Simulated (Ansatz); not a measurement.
Compare A (`CNC(=O)[SiH3]`) with its isomer B (`CN(C)[Si]O`).

Gas-phase electronic energies from Ansatz, PBE0-D4/def2-TZVP geometries. CCSD(T)/CBS adds triple-zeta CCSD(T) − MP2 to the extrapolated MP2 energy (def2 sets, frozen cores). Functionals use def2-TZVPP. Each species was taken in one conformer, which may not be the lowest.

**Question.** Which isomer does CCSD(T)/CBS put lower? Give the gap. (Estimate.)

**Answer.** Ansatz gave: B, by 28.8 kcal/mol.

**Question.** Give E(B) − E(A) in kcal/mol with LDA (SPW92), BLYP-D4, PBE-D4, HF/def2-TZVPP, B2PLYP, CCSD/def2-TZVPP, ωB97M-V. (Estimate.)

**Answer.** Computed: LDA (SPW92) -25.6, BLYP-D4 -23.9, PBE-D4 -22.6, HF/def2-TZVPP -22.5, B2PLYP -25.6, CCSD/def2-TZVPP -28.9, ωB97M-V -28.8. None reverses the order clearly.

**Question.** Does the order hold for the free energy at 298.15 K (harmonic terms from PBE0-D4)? (Estimate.)

**Answer.** The calculation gave: Yes: G(B) − G(A) = -23.9 kcal/mol, for one conformer each. Modes under 60 cm⁻¹, often nearly free rotors, make the harmonic entropy too high.

Largest T1 diagnostic: 0.016.

At CCSD(T), def2-SVP lies +9.1 kcal/mol from the extrapolated value and def2-TZVPP +0.6 kcal/mol. From BLYP to BHLYP (50 % exact exchange), in def2-TZVPP and without D4, E(B) − E(A) moves by −3.6 kcal/mol.
